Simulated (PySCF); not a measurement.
Isomers of C7H7OP, one GFN2-xTB conformer each. Single-point energies are computed at PBE0/pcSseg-1 (PySCF, gas phase, no added dispersion term), electronic only.

Problem. Rank them by PBE0/pcSseg-1 energy, lowest first (kcal/mol).
A. `[CH:1]#[C:2][P:3]([CH3:4])[c:5]1[cH:6][cH:7][o:8][cH:9]1` with C2–P3–C5–C6 -43°
B. `[CH3:1][c:2]1[cH:3][p:4][cH:5][cH:6][c:7]1[CH:8]=[O:9]` with C6–C7–C8–O9 0°
C. `[CH3:1][C:2](=[O:3])[c:4]1[cH:5][cH:6][cH:7][p:8][cH:9]1` with C1–C2–C4–C5 180°
D. `[CH:1]#[C:2][P:3]1(=[O:4])[CH:5]=[CH:6][CH2:7][CH:8]=[CH:9]1` with C2–P3–C5–C6 77°, C5–C6–C7–C8 39°, C6–C7–C8–C9 -39°, C2–P3–C9–C8 -77°

Solution. C (0.0), B (5.0), D (56.9), A (57.9).

As drawn, the lowest has a C=O bond, which the highest lacks; the highest has a C≡C bond, which the lowest lacks. Neighbours under 2.5 kcal/mol apart (C#CP1(=O)C=CCC=C1 and C#CP(C)c1ccoc1) can change places with a better method, another conformer or zero-point energy. GFN2-xTB itself gives, in the same order: 0.0, 2.3, 19.7, 32.1. Both levels put the same isomer lowest; measured from each level's own lowest isomer, the values differ by up to 37.2 kcal/mol (C#CP1(=O)C=CCC=C1: 19.7 against 56.9).

Problem. Which frontier levels, dipoles and rotational constants go with these structures?

Solution. 
```json
{"SMILES": "CC(=O)c1cccpc1", "HOMO (eV, PBE0/pcSseg-1)": "-7.44", "LUMO (eV)": "-2.13", "dipole (D)": "1.31", "A, B, C (MHz)": "2903, 995.5, 744.8"}
{"SMILES": "Cc1cpccc1C=O", "HOMO (eV, PBE0/pcSseg-1)": "-7.49", "LUMO (eV)": "-2.62", "dipole (D)": "2.56", "A, B, C (MHz)": "2347, 1135, 768.9"}
{"SMILES": "C#CP1(=O)C=CCC=C1", "HOMO (eV, PBE0/pcSseg-1)": "-7.83", "LUMO (eV)": "-1.13", "dipole (D)": "5.42", "A, B, C (MHz)": "1968, 1342, 1186"}
{"SMILES": "C#CP(C)c1ccoc1", "HOMO (eV, PBE0/pcSseg-1)": "-6.49", "LUMO (eV)": "-0.09", "dipole (D)": "1.01", "A, B, C (MHz)": "2533, 1033, 805.3"}
```
